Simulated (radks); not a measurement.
Exchange energies: the exact (Fock) value of the Kohn-Sham orbitals and density-functional approximations, as 100 (|E| - |E exact|)/|E exact|, negative where the magnitude is too small. Species: Fe3+ [Ar] 3d5; Cl2+ [Ne] 3s2 3p3. Calculated with a radial shooting solver on a logarithmic mesh with Libxc functionals: non-relativistic Kohn-Sham, LDA (Slater exchange, Perdew-Wang correlation), spin-polarised, spherical densities, point nucleus. Every spin shell is full or empty, so the densities are truly spherical. Functionals are evaluated on that one density, not self-consistently.

| functional | Fe3+ | Cl2+ |
|---|---|---|
| exact (hartree) | -53.5829 | -26.8455 |
| LDA | -6.50 | -7.85 |
| PBEsol | -2.89 | -3.45 |
| revPBE | -0.16 | -0.13 |
| RPBE | -0.06 | +0.01 |
| PW91 | -0.01 | -0.12 |
| WC | -1.18 | -1.57 |
| G96 | +0.28 | +0.10 |
| TPSS | +0.09 | +0.20 |
| SCAN | +0.29 | +0.28 |
| MS2 | -0.20 | +0.08 |
| TASK | -2.66 | -2.97 |
